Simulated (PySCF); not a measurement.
An unknown gives this computed stick spectrum. The calculation used TDDFT PBE0/def2-SVPD, vertical, gas phase, core orbitals frozen in the response in PySCF 2.14.0, density-fitted response routines. Geometries: GFN2-xTB, one conformer each.

| state | E (eV) | f |
| --- | --- | --- |
| S1 | 4.11 | 0.0001 |
| S2 | 4.53 | 0.182 |
| S3 | 4.62 | 0.0001 |
| S4 | 5.18 | 0.067 |
| S5 | 5.20 | 0.0002 |
| S6 | 5.71 | 0.0009 |

Triplets computed (Tamm–Dancoff): 2.75, 3.83 eV.

**Question.** Which candidate is it? All have the formula C7H6N2O.
A. `N#Cc1nocc1C1CC1`
B. `C=C(C#CC#N)NC(C)=O`
C. `Nc1cc2ccncc2o1`

**Answer.** B. Its S1, at 4.11 eV, is the lowest among the candidates; the nearest of the others has S1 at 4.95 eV. S1 is HOMO-1→LUMO (92%). Löwdin shares by element: HOMO carbon 54% or more, nitrogen 15% or more (atoms not listed hold the other 32%); LUMO carbon 65% or more (atoms not listed hold the other 35%). At the same level the other candidates give, for their lowest levels:
- `N#Cc1nocc1C1CC1`: 5.20 eV (f 0.070); 5.77 eV (f 0.005); 6.41 eV (f 0.033); 6.78 eV (f 0.001); 6.83 eV (f 0.000); T1 3.75 eV; HOMO -7.76, LUMO -1.73 eV
- `Nc1cc2ccncc2o1`: 4.95 eV (f 0.202); 5.00 eV (f 0.003); 5.15 eV (f 0.140); 5.37 eV (f 0.002); 5.53 eV (f 0.001); T1 3.61 eV; HOMO -6.17, LUMO -0.56 eV

The values belong to the conformer `[CH2:1]=[C:2]([C:3]#[C:4][C:5]#[N:6])[NH:7][C:8]([CH3:9])=[O:10]`: C1–C2–N7–C8 180°, C2–N7–C8–C9 180°.
